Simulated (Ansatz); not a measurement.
Input and output for Ga₈N₈H₂₂, a nanocrystal cut from wurtzite GaN (hydrogen-capped).

```yaml
crystal:
  periodic: [false, false, false]
  atoms:
    - {symbol: Ga, position_ang: [0.418905, -3.528777, -1.126676]}
    - {symbol: N, position_ang: [0.370955, -3.387092, 0.896057]}
    - {symbol: N, position_ang: [0.414873, -1.581127, -1.567830]}
    - {symbol: Ga, position_ang: [-1.248063, -0.718395, -0.971036]}
    - {symbol: Ga, position_ang: [0.449062, -1.581063, 1.744416]}
    - {symbol: N, position_ang: [-1.094331, -0.632605, 0.997873]}
    - {symbol: N, position_ang: [-1.162191, 1.154082, -1.564699]}
    - {symbol: Ga, position_ang: [-2.844943, 2.133184, -1.120163]}
    - {symbol: Ga, position_ang: [-1.142270, 1.177036, 1.747574]}
    - {symbol: N, position_ang: [-2.746485, 2.013319, 0.902132]}
    - {symbol: Ga, position_ang: [2.092726, -0.777083, -0.995657]}
    - {symbol: N, position_ang: [1.964115, -0.660614, 0.947024]}
    - {symbol: N, position_ang: [1.949506, 1.126092, -1.599738]}
    - {symbol: Ga, position_ang: [0.374670, 2.202479, -0.992182]}
    - {symbol: Ga, position_ang: [2.113583, 1.217452, 1.647866]}
    - {symbol: N, position_ang: [0.412162, 2.029346, 0.950196]}
    - {symbol: H, position_ang: [-0.937500, -4.183561, -1.564577]}
    - {symbol: H, position_ang: [1.826967, -4.135395, -1.472392]}
    - {symbol: H, position_ang: [-0.469719, -3.863866, 1.235270]}
    - {symbol: H, position_ang: [1.141246, -3.948579, 1.270457]}
    - {symbol: H, position_ang: [0.393927, -1.564751, -2.594706]}
    - {symbol: H, position_ang: [-2.543814, -1.464587, -1.430663]}
    - {symbol: H, position_ang: [0.457717, -1.733016, 3.301140]}
    - {symbol: H, position_ang: [-1.923822, -1.111579, 1.366815]}
    - {symbol: H, position_ang: [-1.159618, 1.129286, -2.591613]}
    - {symbol: H, position_ang: [-4.091915, 1.290352, -1.561723]}
    - {symbol: H, position_ang: [-2.662865, 3.656882, -1.459877]}
    - {symbol: H, position_ang: [-1.268087, 1.258194, 3.304542]}
    - {symbol: H, position_ang: [-3.578994, 1.521128, 1.239473]}
    - {symbol: H, position_ang: [-2.849115, 2.959626, 1.279959]}
    - {symbol: H, position_ang: [3.412164, -1.410558, -1.545845]}
    - {symbol: H, position_ang: [2.812253, -1.102753, 1.320463]}
    - {symbol: H, position_ang: [2.014766, 1.165027, -2.620928]}
    - {symbol: H, position_ang: [2.791383, 1.611168, -1.268370]}
    - {symbol: H, position_ang: [0.487399, 3.662670, -1.539903]}
    - {symbol: H, position_ang: [2.051861, 1.179882, 3.216640]}
    - {symbol: H, position_ang: [3.319153, 1.913973, 0.895401]}
    - {symbol: H, position_ang: [0.454335, 2.984234, 1.325290]}
basis:
  gaussian: {orbitals: cc-pVDZ, fitting: {mean_field: def2-universal-jkfit}}
magnetization: {spin_polarized: true, initial_magnetization: 2}
hamiltonian: {xc: {name: r2SCAN0}, dispersion: d3bj, pseudopotentials: {relativity: scalar}}
```

```sh
$ ansatz run in.yaml --threads 2 --pin off --events-out ev --progress --plain --max-ram 32768MiB --backend cuda --devices 0, --max-vram 18GiB
```

It prints (some lines left out):

```
Warning: the engine holds no damping parameters fitted to this dispersion correction and functional, so the run takes those fitted to r2scan0 beside the three-body term, which d3bj leaves out (hamiltonian.dispersion, under Limitations)
Functional definition: r2SCAN0
3140 factors; integrals over basis functions are off by at most 3.3e-1 eV
mean field evaluation 1: about -434531.4595 eV, gradient 9.2e1 eV
mean field evaluation 2: about -434432.2178 eV, gradient 1.6e2 eV
mean field evaluation 4: about -434558.7505 eV, gradient 3.2e1 eV
mean field evaluation 8: about -434564.4033 eV, gradient 1.3e1 eV
mean field evaluation 16: about -434566.8836 eV, gradient 9.6e-1 eV
mean field evaluation 32: about -434566.8750 eV, gradient 1.2e-3 eV
mean field evaluation 64: about -434566.8377 eV, gradient 1.8e0 eV
mean field evaluation 96: about -434566.4239 eV, gradient 1.8e0 eV
mean field -434566.87498264 eV, -15970.0380956047 hartree, gradient 1.7e-5 eV, S^2 2.015940; 10 other end points of the search recorded, 0 dependent functions left out
reference -434566.87500957 eV, -15970.0380965942 hartree; 164, 162 occupied and 274, 276 virtual orbitals, 3140 factors
Total energy: -434567.61769906 eV, -15970.0653899295 hartree
Relativity: scalar
```

Hardware: 2 threads of AMD EPYC 7R13 on a shared host and a share (18 GiB) of an NVIDIA H100 80GB HBM3. Wall time 30 s.
